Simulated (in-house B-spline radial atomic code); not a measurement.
How G0W0 and RPA depend on the start: Mn¹⁵⁺

Configuration [He] 2s2 2p6. Computed with a B-spline radial code for spherical atoms: all electrons, scalar-relativistic (spin-free one-electron X2C), finite nucleus, each spin shell either full or empty, empty states to l = 9 with an (l + 1/2)⁻⁴ tail; G0W0 by contour deformation at full frequency.

| start | mean-field 2p (eV) | G0W0 (eV) | QP weight | RPA correlation (Eh) |
| --- | --- | --- | --- | --- |
| Hartree-Fock | -1138.62 | -1137.12 | 0.995 | -0.61124 |
| PBE | -1092.25 | ? | ? | ? |
| BLYP | -1092.49 | -1136.85 | 0.993 | -0.64102 |
| HSE06 | -1103.65 | ? | ? | ? |
| SCAN | -1097.83 | -1136.71 | 0.993 | -0.63474 |

(1) What G0W0 level, weight and RPA correlation energy follow from the HSE06 start?

(2) What G0W0 level, weight and RPA correlation energy follow from the PBE start?

(3) How much of the dependence on the start does G0W0 remove?

## Answers

(1) G0W0 level -1136.99 eV, weight 0.993, RPA correlation -0.63331 hartree.

(2) G0W0 level -1136.91 eV, weight 0.993, RPA correlation -0.64086 hartree.

(3) The mean-field levels span 46.4 eV and the G0W0 levels 0.416 eV. Against 1133.7 ± 0.6 eV (NIST, semi-empirical) the G0W0 removal energies are off by +3.01 to +3.42 eV, with spin-orbit coupling, Breit and QED terms left out.
